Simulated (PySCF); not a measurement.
H2Se, charge -1, doublet, at the geometry of the source list (a state made from the parent by changing its charge; the spin is typed, not shown lowest) (in this run its highest filled SCF level lies above zero, so its values depend strongly on the basis, on diffuse functions most of all); CAMB3LYP/def2-SVP (PySCF).

Here is a job for PySCF.
```python
from pyscf import gto, scf, dft

mol = gto.M(
    atom='''
Se   -0.00260000    0.66900000    0.00000000
H    -1.03130000   -0.33780000    0.00000000
H     1.03390000   -0.33120000   -0.00000000
''',
    basis='def2-svp',
    charge=-1,
    spin=1,
    verbose=4,
)

mf = dft.UKS(mol)
mf.xc = 'camb3lyp'
mf.grids.level = 4
mf.kernel()
mf.analyze()
```

Problem. Write the output that PySCF gives for this input, abridged.

Solution. 
```
PySCF version 2.14.0

[INPUT] verbose = 4
[INPUT] num. atoms = 3
[INPUT] num. electrons = 37
[INPUT] charge = -1
[INPUT] spin (= nelec alpha-beta = 2S) = 1
[INPUT] symmetry False subgroup None
[INPUT] Mole.unit = angstrom
[INPUT] Symbol           X                Y                Z      unit          X                Y                Z       unit  Magmom
[...]
nuclear repulsion = 25.2469634939066
number of shells = 18
number of NR pGTOs = 88
number of NR cGTOs = 42
basis = def2-svp
ecp = {}

******** <class 'pyscf.dft.uks.UKS'> ********
method = UKS
initial guess = minao
damping factor = 0
level_shift factor = 0
DIIS = <class 'pyscf.scf.diis.CDIIS'>
diis_start_cycle = 1
diis_space = 8
diis_damp = 0
SCF conv_tol = 1e-09
SCF conv_tol_grad = None
SCF max_cycles = 50
direct_scf = True
direct_scf_tol = 1e-13
number electrons alpha = 19  beta = 18
XC library pyscf.dft.libxc version 7.1.2
    S. Lehtola, C. Steigemann, M. J. T. Oliveira, and M. A. L. Marques,  SoftwareX 7, 1–5 (2018)
XC functionals = camb3lyp
    T. Yanai, D. P. Tew, and N. C. Handy,  Chem. Phys. Lett. 393, 51 (2004)
radial grids:
    Treutler-Ahlrichs [JCP 102, 346 (1995); DOI:10.1063/1.469408] (M4) radial grids

becke partition: Becke, JCP 88, 2547 (1988); DOI:10.1063/1.454033
pruning grids: <function nwchem_prune>
grids dens level: 4
symmetrized grids: False
atomic radii adjust function: <function treutler_atomic_radii_adjust>
small_rho_cutoff = 0
Set gradient conv threshold to 3.16228e-05
tot grids = 61608
init E= -2401.58845916435

cycle= 1 E= -2402.43395610023  delta_E= -0.845  |g|= 0.187  |ddm|= 2.64
cycle= 2 E= -2402.45553992608  delta_E= -0.0216  |g|= 0.122  |ddm|= 1.15
cycle= 3 E= -2402.46341123361  delta_E= -0.00787  |g|= 0.0349  |ddm|= 0.291
cycle= 4 E= -2402.46361119714  delta_E= -0.0002  |g|= 0.00409  |ddm|= 0.0268
cycle= 5 E= -2402.46363702997  delta_E= -2.58e-05  |g|= 0.000983  |ddm|= 0.0253
cycle= 6 E= -2402.46363860307  delta_E= -1.57e-06  |g|= 0.000352  |ddm|= 0.00557
cycle= 7 E= -2402.46363876823  delta_E= -1.65e-07  |g|= 7.13e-05  |ddm|= 0.00175
cycle= 8 E= -2402.46363878371  delta_E= -1.55e-08  |g|= 2.68e-05  |ddm|= 0.00101
cycle= 9 E= -2402.46363878991  delta_E= -6.2e-09  |g|= 1.95e-05  |ddm|= 0.00098
cycle= 10 E= -2402.46363879614  delta_E= -6.23e-09  |g|= 1.55e-05  |ddm|= 0.00131
cycle= 11 E= -2402.46363880473  delta_E= -8.59e-09  |g|= 7.23e-06  |ddm|= 0.00283
cycle= 12 E= -2402.46363880661  delta_E= -1.88e-09  |g|= 3.46e-06  |ddm|= 0.00152
[...]
converged SCF energy = -2402.46363880684  <S^2> = 0.75410761  2S+1 = 2.0041034
Total Energy =                       -2402.463638806839299
[...]
**** MO energy ****
                             alpha | beta                alpha | beta
[...]
To work with the spin densities directly, `use mulliken_meta_spin()` only printing them here.

 ** Mulliken spin pop alpha/beta on meta-lowdin orthogonal AOs **
 ** Mulliken Spin Density (per AO)  **
spin_pop of  0 Se 1s        0.00000
spin_pop of  0 Se 2s        0.00000
spin_pop of  0 Se 3s        0.00000
spin_pop of  0 Se 4s        0.00206
spin_pop of  0 Se 5s        0.00177
spin_pop of  0 Se 2px       0.00000
spin_pop of  0 Se 2py      -0.00000
spin_pop of  0 Se 2pz       0.00000
spin_pop of  0 Se 3px       0.00003
spin_pop of  0 Se 3py      -0.00001
spin_pop of  0 Se 3pz      -0.00000
spin_pop of  0 Se 4px       0.43924
spin_pop of  0 Se 4py      -0.04408
spin_pop of  0 Se 4pz       0.00063
spin_pop of  0 Se 5px       0.01824
spin_pop of  0 Se 5py      -0.00008
spin_pop of  0 Se 5pz      -0.00010
spin_pop of  0 Se 3dxy      0.00001
spin_pop of  0 Se 3dyz     -0.00000
spin_pop of  0 Se 3dz^2    -0.00001
spin_pop of  0 Se 3dxz     -0.00002
spin_pop of  0 Se 3dx2-y2   -0.00002
spin_pop of  0 Se 4dxy      0.00355
spin_pop of  0 Se 4dyz     -0.00049
spin_pop of  0 Se 4dz^2    -0.00082
spin_pop of  0 Se 4dxz      0.00002
spin_pop of  0 Se 4dx2-y2    0.00069
spin_pop of  0 Se 5dxy      0.00046
spin_pop of  0 Se 5dyz     -0.00000
spin_pop of  0 Se 5dz^2    -0.00001
spin_pop of  0 Se 5dxz      0.00000
spin_pop of  0 Se 5dx2-y2    0.00000
spin_pop of  1 H 1s        0.22447
spin_pop of  1 H 2s        0.06110
spin_pop of  1 H 2px      -0.00019
spin_pop of  1 H 2py      -0.00048
spin_pop of  1 H 2pz      -0.00002
spin_pop of  2 H 1s        0.23121
spin_pop of  2 H 2s        0.06354
spin_pop of  2 H 2px      -0.00022
spin_pop of  2 H 2py      -0.00047
spin_pop of  2 H 2pz      -0.00002
 ** Mulliken Spin Density (per atom)  **
spin density of  0 Se =      0.42107
spin density of  1 H =      0.28489
spin density of  2 H =      0.29405
 ** Mulliken pop alpha/beta on meta-lowdin orthogonal AOs **
 ** Mulliken pop       alpha | beta **
In total            19.00000 | 18.00000
 ** Mulliken atomic charges   ( Nelec_alpha | Nelec_beta ) **
charge of  0Se =     -0.52939  (    17.47523     17.05416 )
charge of  1H =     -0.23204  (     0.75846      0.47358 )
charge of  2H =     -0.23858  (     0.76631      0.47227 )

WARN: System has nonzero charge -1; the dipole moment is origin-dependent.
Location of origin: [0. 0. 0.]

Dipole moment(X, Y, Z, Debye): -0.02132, -1.94515, -0.00000
```
